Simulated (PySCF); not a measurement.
Se(Br)(SiH3) (BrH3SeSi), SMILES [SiH3][Se]Br.

The structure is a stationary point at PBE-D3(BJ)/def2-SVP. This is a generated structure with no PubChem entry under its InChIKey; it may be hypothetical.

Computed with PBE/def2-TZVPD (PySCF).

Gas-phase values at a fixed geometry.

### Question
Estimate the frontier levels, gap, dipole moment and polarisability. (Estimate from the structure and the level; the computed values follow.)

### Answer

```json
{
  "highest_occupied_level": "-5.88 eV",
  "lowest_empty_level": "-3.76 eV",
  "orbital_gap": "2.12 eV",
  "dipole_moment": "1.40 D",
  "quadrupole, principal values (traceless, Buckingham form, about the centre of nuclear charge)": "-4.02, 0.61, 3.42 D·Å",
  "mean_static_polarisability": "84.8 bohr³ (12.57 Å³)",
  "polarisability_principal_values": "66.7, 81.4, 106.4 bohr³"
}
```
